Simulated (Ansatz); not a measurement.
One change: `NC[CH2][ZnH]` becomes `BC[CH2][ZnH]`.

Ansatz, PBE0-D4/def2-TZVP geometries, multiplicity 1. Each molecule was computed in one conformer, which needn't be the lowest.

Scalar relativity is left out up to krypton.

| property | `NC[CH2][ZnH]` |
| --- | --- |
| LUMO energy (PBE/def2-TZVPP) / eV | -0.71 |
| HOMO energy (B3LYP/def2-TZVPP) / eV | -6.49 |
| LUMO energy (B3LYP/def2-TZVPP) / eV | -0.26 |
| HOMO–LUMO gap (PBE0/def2-TZVPP) / eV | 6.69 |
| HOMO–LUMO gap (PBE/def2-TZVPP) / eV | 4.86 |
| size of the dipole moment (ωB97M-V/def2-TZVPP) / D | 2.74 |

(1) What does the change do to each property? (Estimate.)

## Answers

(1) Computed: 
```csv
property,`BC[CH2][ZnH]`,shift
LUMO energy (PBE/def2-TZVPP) / eV,-2.35,-1.64
HOMO energy (B3LYP/def2-TZVPP) / eV,-6.92,-0.43
LUMO energy (B3LYP/def2-TZVPP) / eV,-1.58,-1.32
HOMO–LUMO gap (PBE0/def2-TZVPP) / eV,5.77,-0.92
HOMO–LUMO gap (PBE/def2-TZVPP) / eV,3.65,-1.21
size of the dipole moment (ωB97M-V/def2-TZVPP) / D,1.05,-1.69
```

With PBE0 the HOMO falls by 0.42 eV and the LUMO falls by 1.35 eV, so the gap narrows by about 0.93 eV. PBE moves the HOMO by -0.43 eV and ωB97M-V by -0.42 eV. Dipoles are sizes alone; their direction can turn.

B3LYP here is the variant with VWN-RPA as its local correlation; programs differ in this.
